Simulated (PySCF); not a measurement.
# What a mistake does to a calculation on ClGe2H5N cation

All numbers below are calculated, not measured. The program is PySCF 2.14.0, an open-source quantum chemistry code, run on an isolated molecule that a program drew, which may never have been made. The molecule is ClGe2H5N cation (charge +1, singlet), drawn as the SMILES string `[Cl][GeH+][NH][GeH3]`.

Each row is a Hartree-Fock (HF) and frozen-core CCSD(T) single point in the cc-pV(D+d)Z basis, meant for a local HF minimum. Run 1 is clean. Each other run has one planted mistake out of seven kinds, and not every kind appears here: one electron removed, one electron added, multiplicity raised by two, geometry at a saddle point, minimal basis STO-3G, one bond length entered in bohr, all coordinates scaled. The reference is restricted for singlets and unrestricted otherwise, and also for a bond in bohr. Adding or removing an electron swaps singlet and doublet. Electrons count all cores. HOMO and LUMO are orbital energies over both spins, the gradient is its largest component, and the lowest frequency (negative if imaginary) is given only where the gradient is small. Bond lengths are over the 8 bonds as drawn. T1 is the CCSD diagnostic: over 0.02 (restricted) or 0.045 (unrestricted) a single reference is doubtful. Germanium has the cc-pVDZ-PP basis, with a core potential (ECP10MDF) in place of its 10 inner electrons, and its 3s, 3p and 3d shells are frozen in CCSD(T).

Geometry of the clean run:
```xyz
9
ClGe2H5N cation, angstrom
Cl    0.4413    1.1617   -1.9041
Ge   -0.8509    0.0461   -0.7317
N    -0.2933   -0.5725    0.7722
Ge   -1.2182   -1.6407    2.1040
H    -2.2434   -0.1831   -1.2455
H     0.6653   -0.3419    0.9931
H    -1.2047   -0.7949    3.3609
H    -2.5957   -1.8069    1.4826
H    -0.4219   -2.9263    2.1950
```

```
run,electrons,basis functions,<S^2>,HOMO (eV),LUMO (eV),gradient (hartree/bohr),lowest frequency (cm^-1),mean bond (Å),longest bond (Å),T1,HF (hartree),CCSD(T) (hartree),mistake
1,92,108,0.000,-16.40,-3.99,2.3e-05,78,1.5993,2.071,0.0162,-1103.41079,-1103.96068,no fault
2,92,108,0.874,-13.72,-4.13,6.4e-03,-,1.7678,2.863,0.0360,-1103.30556,-1103.84126,one bond length entered in bohr
3,91,108,0.763,-22.43,-12.89,1.2e-01,-,1.5993,2.071,0.0437,-1102.88154,-1103.39605,one electron removed
4,93,108,0.770,-5.61,2.39,7.0e-02,-,1.5993,2.071,0.0132,-1103.58661,-1104.14092,?
```

**Which mistake was planted in run 4, and what did it cost?**

It counts 93 electrons, one more than the clean run, at the same geometry and basis. So the mistake is: one electron added. Subtracting run 1 and multiplying by 627.51 kcal/mol a hartree, the energy moved by -110.3 kcal/mol in HF and -113.1 kcal/mol in CCSD(T).

